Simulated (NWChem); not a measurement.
# CBr$_{2}$ClF; SMILES FC(Cl)(Br)Br

Program: NWChem. Geometry: optimised at PBE-D3(BJ)/def2-SVP. Level: PBE0/def2-SVP with SMD (1 M gas to 1 M solution), gas-phase geometry.

For solvent water:

- solvation free energy (kcal/mol) = 0.3
- cavity-dispersion-structure term (kcal/mol) = 0.5

Q: How do the values read with solvent diethyl ether instead?

A: 
| Property | Result |
|---|---|
| solvation free energy (kcal/mol) | -4.3 |
| cavity-dispersion-structure term (kcal/mol) | -4.1 |
